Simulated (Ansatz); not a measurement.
Total energies of Li₆H₇ from Ansatz at r2SCAN-D4/def2-TZVP, gas phase (1 Eh = 27.2114 eV = 2625.5 kJ/mol). The reference geometry is relaxed at PBE0-D4/def2-TZVP.

Cartesian coordinates in Å:
```
Li -0.627 -1.437 0.860
Li -2.298 -0.014 -0.605
Li 0.347 2.371 -1.162
Li 0.188 -0.189 -1.234
Li -0.503 1.360 1.030
Li 1.897 1.058 0.205
H -1.158 -1.373 -0.854
H 0.358 -3.200 1.172
H 0.655 -0.183 0.690
H -1.091 1.300 -0.849
H -0.130 -3.219 1.745
H 1.509 1.042 -1.565
H 0.854 2.486 0.568
```

```json
{"state": "charge 0 doublet", "geometry": "reference", "energy (Eh)": "-49.32492"}
{"state": "charge 1 singlet", "geometry": "reference", "energy (Eh)": "-49.15303"}
{"state": "charge 0 quartet", "geometry": "relaxed at PBE0-D4/def2-TZVP", "energy (Eh)": "-49.21840"}
{"state": "free Li atom (doublet)", "geometry": "–", "energy (Eh)": "-7.47953"}
{"state": "free H atom (doublet)", "geometry": "–", "energy (Eh)": "-0.49993"}
```

(1) Work out the vertical ionisation energy to the singlet.

(2) Which of the charge 0 states is lowest, and how far above it are the others?

(3) What is the binding energy per atom against free atoms?

(1) E(charge 1 singlet) − E(charge 0 doublet) = -49.15303 − (-49.32492) = 0.17189 Eh = 4.68 eV. For comparison, −ε of the highest occupied level of the spin that leaves is 2.56 eV at this level, 2.12 eV less.

(2) The doublet. quartet: -49.21840 − (-49.32492) = 0.10652 Eh = 279.7 kJ/mol. The quartet differs in its bonds from the reference.

(3) Atoms: 6 × (-7.47953) + 7 × (-0.49993) = -48.37669 Eh. Binding: -48.37669 − (-49.32492) = 0.94823 Eh = 25.80 eV, or 1.98 eV for each of 13 atoms (no zero-point energy, no counterpoise term).

The structure comes from a short search, and lower isomers may exist.
